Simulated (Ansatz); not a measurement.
`FC(F)OC(F)(F)F` and `FBOC(F)(F)F` differ in one atom or group.

Ansatz, PBE0-D4/def2-TZVP geometries, multiplicity 1. Each molecule was computed in one conformer, which needn't be the lowest.

| property | `FC(F)OC(F)(F)F` |
| --- | --- |
| HOMO energy (PBE0/def2-TZVPP) / eV | -10.93 |
| zero-point energy (PBE0-D4/def2-TZVP) / kJ/mol | 112.5 |
| LUMO energy (PBE/def2-TZVPP) / eV | 0.82 |
| LUMO energy (ωB97M-V/def2-TZVPP) / eV | 3.21 |
| HOMO energy (PBE/def2-TZVPP) / eV | -8.94 |
| HOMO–LUMO gap (B3LYP/def2-TZVPP) / eV | 11.92 |

Question: What does the change do to each property? (Estimate.)

Answer: The calculation gave: 
| property | `FBOC(F)(F)F` | shift |
| --- | --- | --- |
| HOMO energy (PBE0/def2-TZVPP) / eV | -10.80 | 0.13 |
| zero-point energy (PBE0-D4/def2-TZVP) / kJ/mol | 93.7 | -18.8 |
| LUMO energy (PBE/def2-TZVPP) / eV | -1.61 | -2.43 |
| LUMO energy (ωB97M-V/def2-TZVPP) / eV | 1.41 | -1.80 |
| HOMO energy (PBE/def2-TZVPP) / eV | -9.05 | -0.11 |
| HOMO–LUMO gap (B3LYP/def2-TZVPP) / eV | 9.71 | -2.21 |

With PBE0 the HOMO rises by 0.13 eV and the LUMO falls by 2.28 eV, so the gap narrows by about 2.41 eV. PBE moves the HOMO by -0.11 eV and ωB97M-V by 0.20 eV. The zero-point energy changes by -18.8 kJ/mol with -3 modes.

B3LYP here is the variant with VWN-RPA as its local correlation; programs differ in this.

Positive LUMOs are unbound, so they and the gaps depend on the basis.
